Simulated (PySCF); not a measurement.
Start geometry of `[SiH](N=C)(N)N` from GFN2-xTB (Å):
```
atom  x, y, z in Å
C1     2.1543   -0.4602   -0.1049
N2     1.0902   -0.6638    0.5396
Si3   -0.4929    0.0851    0.5375
N4    -0.5464    1.4081   -0.5734
N5    -1.7273   -0.9863    0.0108
H6     2.2486    0.3721   -0.8488
H7     3.0190   -1.0652    0.0462
H8    -0.6860    0.3602    1.9603
H9     0.0806    2.1629   -0.4447
H10   -1.4970    1.7851   -0.7394
H11   -1.8520   -1.8279    0.5632
H12   -1.7513   -1.1985   -0.9554
```

Q: What comes out of this run: PBE0-D3(BJ)/def2-SVP geometry optimisation, gas phase (PySCF)?

A: 
```
atom  x, y, z in Å
C1     2.101   -0.325   -0.080
N2     1.130   -0.643    0.658
Si3   -0.493    0.040    0.555
N4    -0.478    1.365   -0.559
N5    -1.677   -1.062   -0.032
H6     2.056    0.449   -0.877
H7     3.083   -0.827    0.029
H8    -0.867    0.334    1.969
H9     0.181    2.126   -0.437
H10   -1.369    1.718   -0.891
H11   -2.068   -1.740    0.611
H12   -1.563   -1.465   -0.956
```

The energy falls by 0.135 eV over 11 energy and gradient evaluations, the largest force component goes from 0.0335 to 1.6e-04 Eh/bohr, and the atoms move by 0.167 Å rms after alignment. The bond that changes most is C1–H7 (C=N carbon to hydrogen on a C=N carbon), which lengthens by 0.042 Å. Bonds longer at the end by more than 0.005 Å: 5 of 11; shorter: 2. Among the angles that change most is C1–N2–Si3, from 133.9° to 125.3°. Among the dihedrals that turn most is N2–Si3–N5–H11, from 60° to 80°. Rotational constants go from 5991, 3042, 2323 to 5901, 3132, 2391 MHz. The orientation of the end geometry is arbitrary; only internal coordinates are fixed.

The run used 109 basis functions and 74 SCF cycles in all.

No frequency check. The numbers are those of one conformer.
